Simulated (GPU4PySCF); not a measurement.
C₉H₁₄O₃Si. Atoms are numbered in the order given.

```xyz
27

C     -0.9336     1.2234     2.5247
O     -1.3734     1.3146     1.1717
Si    -0.9386     0.1851     0.0500
O     -1.5252    -1.3203     0.4109
C     -2.9187    -1.5682     0.5941
O     -1.6082     0.8077    -1.3238
C     -1.4162     0.1825    -2.5906
C      0.9055    -0.0347    -0.0783
C      1.5325    -1.2782     0.1130
C      2.9193    -1.4036     0.0089
C      3.7027    -0.2861    -0.2887
C      3.0968     0.9580    -0.4821
C      1.7105     1.0805    -0.3775
H      0.1673     1.2356     2.5935
H     -1.3306     2.0925     3.0666
H     -1.3033     0.3049     3.0114
H     -3.3269    -0.9717     1.4265
H     -3.0465    -2.6345     0.8254
H     -3.4922    -1.3300    -0.3168
H     -1.8364    -0.8375    -2.6083
H     -1.9334     0.7889    -3.3465
H     -0.3468     0.1239    -2.8544
H      0.9218    -2.1524     0.3458
H      3.3913    -2.3762     0.1604
H      4.7868    -0.3842    -0.3700
H      3.7064     1.8331    -0.7148
H      1.2452     2.0578    -0.5304
```
Charge 0, spin multiplicity 1.

The structure is a stationary point at PBE-D3(BJ)/def2-TZVP. The isomer is the one that the SMILES or the coordinates give; other isomers of the formula were not compared. The values are those of a single conformer.

Method: PBE-D3(BJ)/def2-TZVP run with GPU4PySCF.

Frequencies are harmonic and unscaled.

```
mode  ν (cm⁻¹)  IR (km/mol)  moving atoms (share of kinetic energy)
----  --------  -----------  --------------------------------------
1           15          0.0                   C 71 %, H 20 %, O 8 %
2           41          0.1                                  H 95 %
3           45          0.0                          C 67 %, H 24 %
4           62          0.3                          H 60 %, C 36 %
5           66          0.0                                  H 96 %
6           66          0.3                          H 71 %, C 25 %
7           72          2.9                          C 60 %, H 31 %
8           84          0.1                  C 62 %, H 22 %, O 14 %
9          105          2.3                  O 62 %, C 23 %, H 15 %
10         124          2.1                          C 60 %, H 26 %
11         165         14.6                  O 46 %, C 35 %, H 18 %
12         175          8.2                  C 65 %, H 20 %, O 14 %
13         251          2.2                  O 71 %, C 18 %, H 10 %
14         266          1.2                  C 59 %, O 28 %, H 11 %
15         286          8.6                  C 44 %, O 41 %, H 13 %
16         338          7.6          C 40 %, O 38 %, Si 14 %, H 9 %
17         373          8.6         O 55 %, C 18 %, Si 16 %, H 11 %
18         384          0.0                          C 71 %, H 29 %
19         469         74.7                 O 42 %, Si 36 %, C 16 %
20         478         22.5                  C 64 %, H 18 %, O 15 %
21         613          0.2                           C 92 %, H 8 %
22         647         19.8                          C 58 %, O 31 %
23         689         39.8                          H 55 %, C 45 %
24         730         26.2                          C 54 %, H 45 %
25         741        106.3                 C 43 %, Si 34 %, O 15 %
26         809         70.3                 Si 49 %, O 24 %, C 20 %
27         817        136.8                 Si 49 %, O 30 %, C 14 %
28         839          0.3                          H 79 %, C 21 %
29         900          0.0                          H 72 %, C 28 %
30         928          0.1                          H 73 %, C 27 %
31         946          0.0                          H 80 %, C 20 %
32         992          1.0                           C 92 %, H 8 %
33        1028          1.0                          C 65 %, H 35 %
34        1069          2.1                          H 58 %, C 41 %
35        1074        450.0                  O 47 %, C 36 %, H 13 %
36        1078        271.9                  O 49 %, C 36 %, H 11 %
37        1099          6.0                  O 45 %, C 36 %, H 18 %
38        1117         81.3                          C 69 %, H 26 %
39        1139          0.3                          H 77 %, C 18 %
40        1140          0.0                          H 77 %, C 18 %
41        1143          0.2                          H 77 %, C 18 %
42        1149          0.2                                  H 93 %
43        1164         57.2                  H 66 %, C 19 %, O 14 %
44        1167         98.4                  H 64 %, C 20 %, O 15 %
45        1171         13.5                  H 63 %, C 20 %, O 16 %
46        1175          0.2                          H 82 %, C 14 %
47        1295          2.6                          H 61 %, C 39 %
48        1335          0.1                          C 82 %, H 18 %
49        1420         12.1                          C 58 %, H 42 %
50        1429          0.2                           H 88 %, C 9 %
51        1430          0.0                           H 88 %, C 9 %
52        1432          0.0                          H 88 %, C 10 %
53        1445          6.5                                  H 96 %
54        1447          9.9                                  H 96 %
55        1448          0.1                                  H 96 %
56        1449          3.9                                  H 96 %
57        1451          5.0                                  H 96 %
58        1454          2.4                                  H 96 %
59        1473          0.4                          C 57 %, H 43 %
60        1569          0.1                          C 89 %, H 11 %
61        1591          4.6                          C 90 %, H 10 %
62        2932        109.2                                  H 97 %
63        2934          6.4                                  H 97 %
64        2940         74.8                                  H 98 %
65        2990          0.3                          H 90 %, C 10 %
66        2990         66.8                          H 90 %, C 10 %
67        2999         34.0                          H 90 %, C 10 %
68        3035         22.0                           H 91 %, C 9 %
69        3035         50.2                           H 91 %, C 9 %
70        3036         18.9                           H 91 %, C 9 %
71        3086          2.5                                  H 92 %
72        3096          0.1                                  H 92 %
73        3106          7.9                           H 92 %, C 8 %
74        3115         20.5                           H 91 %, C 9 %
75        3123         18.5                           H 91 %, C 9 %
```
